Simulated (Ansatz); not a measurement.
Process, species as SMILES: Cl[Se]Cl + H+ → Cl[SeH+]Cl
B3LYP-D3(BJ)/def2-TZVP geometries, fixed; electronic energies without zero-point terms; positive where energy is released.
Largest species:
```
Se
H 1 1.4938
Cl 1 2.1264 2 95.40
Cl 1 2.1264 2 95.40 3 105.25
```
Charge +1, spin multiplicity 1.

How fast the proton affinity converges with the basis for several methods (Ansatz, a quantum-chemistry and plane-wave program): deviation from each method's own reference, in kcal/mol. References: B2PLYP 167.65 kcal/mol, the value in pcseg-4; B3LYP 168.55 kcal/mol, the value in pcseg-4; CCSD(T) 167.61 kcal/mol, Hartree-Fock in aug-cc-pV(Q+d)Z plus the correlation part extrapolated as X^-3 from aug-cc-pV(T+d)Z and aug-cc-pV(Q+d)Z; HF 167.19 kcal/mol, the value in pcseg-4; MP2 166.14 kcal/mol, Hartree-Fock in aug-cc-pV(Q+d)Z plus the correlation part extrapolated as X^-3 from aug-cc-pV(T+d)Z and aug-cc-pV(Q+d)Z; PBE 170.40 kcal/mol, the value in pcseg-4. Cartesian d functions, on some or all atoms, in 6-31G, 6-31G**, 6-311G**; all else is spherical. In correlated methods cores are frozen (with 3d on Ga to Br). The proton sits at the site shown, which need not be the one that binds it best. No added dispersion term, no relativity. 

```csv
basis,functions,B2PLYP,B3LYP,CCSD(T),HF,MP2,PBE
6-31G,57,-26.76,-25.47,-24.03,-34.91,-26.69,-24.23
6-31G**,78,-3.06,-3.70,0.87,-6.67,-0.76,-3.42
cc-pV(D+d)Z,78,-2.50,-3.24,2.12,-6.17,-0.17,-3.00
6-311G**,104,-2.69,-4.17,2.97,-5.22,1.08,-3.50
def2-TZVPD,158,-0.62,-0.47,0.69,-0.77,-0.06,-0.40
aug-cc-pV(T+d)Z,192,-0.21,-0.33,1.66,-0.64,1.15,-0.25
cc-pV(Q+d)Z,226,0.16,0.15,1.35,-0.17,1.11,0.25
aug-pcseg-3,320,0.00,-0.04,1.22,-0.07,1.00,-0.05
```

Mean absolute deviation over 6-311G**, def2-TZVPD, aug-cc-pV(T+d)Z: MP2 0.76, B2PLYP 1.17, PBE 1.38, B3LYP 1.66, CCSD(T) 1.77, HF 2.21 kcal/mol.
